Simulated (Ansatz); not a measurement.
Ansatz (an electronic-structure program) input:

Ansatz 0.2 input:
```yaml
crystal:
  periodic: [false, false, false]
  atoms:
    - {symbol: Ga, position_ang: [-0.00000000, -0.00000000, -1.81337577]}
    - {symbol: O, position_ang: [0.00000000, 0.00000000, 0.00000000]}
    - {symbol: Ga, position_ang: [0.00000000, 0.00000000, 1.81337577]}
basis:
  gaussian:
    orbitals: cc-pVDZ
magnetization: {spin_polarized: false}
correlation: {method: ccsd_t, electrons: outside_noble_gas}
```

**Question.** What final total energy does it print?

**Answer.** -3921.69061 Eh (CCSD(T)/cc-pVDZ). The basis has 68 functions.
